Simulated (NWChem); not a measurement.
Species: CH5ClOSi; SMILES CO[SiH2]Cl

```xyz
9

Si     0.8836    -0.0704     0.1041
Cl    -0.4767    -1.6252    -0.0538
O      0.2036     1.3418    -0.4035
C     -0.9194     1.9632     0.1660
H      2.0295    -0.3367    -0.7947
H      1.2789     0.0032     1.5389
H     -0.7550     2.2147     1.2295
H     -1.1166     2.8969    -0.3807
H     -1.8156     1.3229     0.0953
```
Atoms are numbered in this order, from 1.

Computed with NWChem. Medium grid unless said otherwise, to which SCAN and Minnesota functionals are sensitive. Structure relaxed at the PBE0/def2-SVP level.

Among these, which level gives the lowest value of “dipole (D)”?
(A) HCTH/407/def2-SVP
(B) LDA (Slater exchange, PW92)/def2-SVP
(C) r2SCAN/def2-SVP
(D) BLYP/def2-SVP

D, BLYP/def2-SVP. Values: BLYP/def2-SVP 1.35; LDA (Slater exchange, PW92)/def2-SVP 1.41; HCTH/407/def2-SVP 1.43; r2SCAN/def2-SVP 1.52
